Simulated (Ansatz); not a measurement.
A nudged elastic band was laid between two geometries of ClFH4OW (8 atoms, charge 0, multiplicity 1).

All numbers below come from RKS PBE0-D4/def2-SVP (Ansatz).

```yaml
movable_images: 5
climbing_image: yes
spring: 5.0 eV/Å²
optimiser: quadratic models (default)
start_path: through a guess of the saddle point
force_threshold: 0.05 eV/Å
iteration_limit: 60
end_points: relaxed
```

Initial state:

```xyz
8
Properties=species:S:1:pos:R:3
W 0.158 0.351 0.102
F 0.606 0.277 1.889
H 1.402 -0.795 0.022
Cl -0.425 2.622 0.381
H -1.365 -0.317 0.182
H 0.069 -1.352 0.146
O 0.298 0.389 -1.711
H 0.724 0.287 -2.567
```

Final state:

```xyz
8
Properties=species:S:1:pos:R:3
W 0.068 0.573 -0.325
F 0.423 -0.035 1.868
H 0.702 -0.800 1.349
Cl 0.013 2.592 0.745
H -1.129 -0.567 -0.026
H 1.003 -0.860 -0.089
O 0.158 0.516 -2.123
H 0.229 0.044 -2.957
```

Task: Which bonds break or form, and what moves?

Result: Bonds broken: W1–H3. Bonds formed: F2–H3.

Task: Give the energies along the band, and the barrier.

Result: The forces met the threshold. The highest image is number 5 of 0 to 6, 46.0 kcal/mol above the first end and 0.8 kcal/mol above the last; the last end lies 45.2 kcal/mol above the first. The profile has 2 maxima (images 2, 5) with wells between them (image 3): this band takes more than one step, which may be the mechanism or a detour left from its start path. Neighbouring images differ by up to 1.3 eV, so the band resolves the path poorly. A vibrational analysis at the climbing image gives one clearly imaginary mode, 510i cm⁻¹: a first-order saddle point. The orbitals stay closed-shell, which can raise the energy where a bond breaks towards radicals; this wasn't checked here.

```json
{"image": "0", "path coordinate (Å)": "0.00", "energy (kcal/mol)": "0.0", "W1–H3 (Å)": "1.69", "F2–H3 (Å)": "2.29"}
{"image": "1", "path coordinate (Å)": "0.86", "energy (kcal/mol)": "5.5", "W1–H3 (Å)": "1.86", "F2–H3 (Å)": "2.32"}
{"image": "2", "path coordinate (Å)": "1.73", "energy (kcal/mol)": "19.3", "W1–H3 (Å)": "2.12", "F2–H3 (Å)": "2.21"}
{"image": "3", "path coordinate (Å)": "2.59", "energy (kcal/mol)": "2.2", "W1–H3 (Å)": "1.83", "F2–H3 (Å)": "2.49"}
{"image": "4", "path coordinate (Å)": "3.44", "energy (kcal/mol)": "16.5", "W1–H3 (Å)": "1.80", "F2–H3 (Å)": "1.87"}
{"image": "5", "path coordinate (Å)": "4.29", "energy (kcal/mol)": "46.0", "W1–H3 (Å)": "1.99", "F2–H3 (Å)": "1.10"}
{"image": "6", "path coordinate (Å)": "4.71", "energy (kcal/mol)": "45.2", "W1–H3 (Å)": "2.26", "F2–H3 (Å)": "0.97"}
```

Task: What is the geometry of the highest image?

Result: 
```xyz
8
Properties=species:S:1:pos:R:3:forces:R:3
W 0.071 0.561 -0.230 0.00 0.00 0.00
F 0.532 0.011 1.801 0.00 0.00 0.00
H 0.799 -0.757 1.067 0.00 0.00 0.00
Cl -0.025 2.652 0.690 0.00 0.00 0.00
H -1.185 -0.513 0.040 0.00 0.00 0.00
H 0.920 -0.998 -0.005 0.00 0.00 0.00
O 0.113 0.448 -2.026 0.00 0.00 0.00
H 0.242 0.059 -2.895 0.00 0.00 0.00
```

The band took 58 iterations and of the order of 29 core-minutes.

Run time: 15 min on 2 threads of Arm Neoverse V1, with other jobs on the host, peak memory 0.21 GiB.
